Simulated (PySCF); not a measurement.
**Interval between two levels of Ti⁺ by level of theory**

Ti⁺ [Ar] 3d2 4s1 [4F9/2, M_J = 9/2] → Ti⁺ [Ar] 3d1 4s1 5s1 [4D7/2, M_J = 7/2], as a difference of total energies. Computed with PySCF 2.14 in x2c-SVPall-2c with one added diffuse shell each of s, d type (6s5p4d1f, 48 functions), with the two-component X2C-1e Hamiltonian. Correlated levels: [Ne] frozen; the 6 highest virtual spinors dropped. "Screened" scales the spin-orbit matrix elements by Boettger's factors to mimic the two-electron term; Breit and QED terms are absent.

```csv
method,interval between two levels (cm⁻¹)
GHF (spin-free),96479
GMP2 (spin-free),97089
GHF (screened spin-orbit),96445
GMP2 (screened spin-orbit),97055
```

The labels give the starting determinants; with spin-orbit coupling the two ends relaxed to ⟨J²⟩ = 24.75, ⟨L²⟩ = 12.00, ⟨S²⟩ = 3.75 and ⟨J²⟩ = 15.76, ⟨L²⟩ = 6.01, ⟨S²⟩ = 3.75.
